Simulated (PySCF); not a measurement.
The multiplicity is imposed and other spin states were not computed.

```xyz
9

Cu     0.0114    -0.0046    -0.0101
N      1.4677    -0.6030    -1.2071
H      1.6939     0.0977    -1.9264
H      1.2294    -1.4703    -1.7077
H      2.3410    -0.7904    -0.6956
C     -1.3877     0.5705     1.1401
H     -1.0769     1.4356     1.7616
H     -1.7043    -0.2352     1.8341
H     -2.2857     0.8829     0.5683
```

Charge 0, multiplicity 1.

Give the Mulliken and meta-Löwdin atomic charges from TPSSh-D3(BJ)/def2-TZVP // TPSS-D3(BJ)/def2-SVP in PySCF 2.14.0.


```json
[
 {"atom": "Cu1", "Mulliken (e)": "-0.08", "meta-Löwdin (e)": "0.31"},
 {"atom": "N2", "Mulliken (e)": "-0.53", "meta-Löwdin (e)": "-0.59"},
 {"atom": "H3", "Mulliken (e)": "0.28", "meta-Löwdin (e)": "0.25"},
 {"atom": "H4", "Mulliken (e)": "0.28", "meta-Löwdin (e)": "0.25"},
 {"atom": "H5", "Mulliken (e)": "0.28", "meta-Löwdin (e)": "0.25"},
 {"atom": "C6", "Mulliken (e)": "-0.55", "meta-Löwdin (e)": "-0.72"},
 {"atom": "H7", "Mulliken (e)": "0.11", "meta-Löwdin (e)": "0.09"},
 {"atom": "H8", "Mulliken (e)": "0.11", "meta-Löwdin (e)": "0.09"},
 {"atom": "H9", "Mulliken (e)": "0.11", "meta-Löwdin (e)": "0.09"}
]
```
